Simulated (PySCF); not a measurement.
K: ionisation energy

K [Ar] 4s1 (2S) → K⁺ [Ar] (1S), as a difference of total energies. Computed with PySCF 2.14 in x2c-SVPall (5s3p2d, 24 functions), with scalar relativity by spin-free X2C-1e. The calculations carry no spin-orbit coupling.

```csv
method,ionisation energy (eV)
UHF,3.995
r2SCAN,4.248
M06-2X,4.266
```

For comparison: 4.341 eV (measured; NIST Atomic Spectra Database, ionization energies).
